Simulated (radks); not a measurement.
The numbers below are computed, except where a source is named.
Fractional charge and spin in the 5s shell of iodine: the spin-up occupation runs from 0 to 1 and the spin-down occupation from 0 to 1; the fullest corner is I, [Kr] 4d10 5p(up 2.5, down 2.5) 5s(up 1, down 1). Code: a radial shooting solver on a logarithmic mesh with Libxc functionals. Model: scalar-relativistic Kohn-Sham, LDA (Slater exchange, Perdew-Wang correlation), spin-polarised, spherical densities, finite nucleus; Fermi nuclear charge, rms radius of each element as measured or else 0.836 A^(1/3) + 0.57 fm. Energy (eV) above the fullest corner. The planes named below are the two flat planes that join the four corners, with an edge along up + down = one added electron.

\begin{tabular}{lrrrrr}
down \ up & 0 & 0.25 & 0.5 & 0.75 & 1 \\ \hline
0 & 54.846 & 45.720 & 37.242 & 29.402 & 22.188 \\
0.25 & 45.720 & 37.290 & 29.495 & 22.324 & 15.766 \\
0.5 & 37.242 & 29.495 & 22.370 & 15.855 & 9.937 \\
0.75 & 29.402 & 22.324 & 15.855 & 9.981 & 4.687 \\
1 & 22.188 & 15.766 & 9.937 & 4.687 & 0.000 \\
\end{tabular}

Corners above the fullest one (they belong to I+ and the next ion): (up 1, down 0) 22.188 eV, (up 0, down 1) 22.188 eV, (up 0, down 0) 54.846 eV. With half an added electron in each spin the energy lies 0.182 eV from the planes, and with half an added electron in spin up alone -1.274 eV. The planes are only a guide here: the flat-plane condition holds for ground states with one frontier orbital, while this shell lies below other occupied shells, so the corners above the fullest one are inner-hole states and not the ground states of those ions.
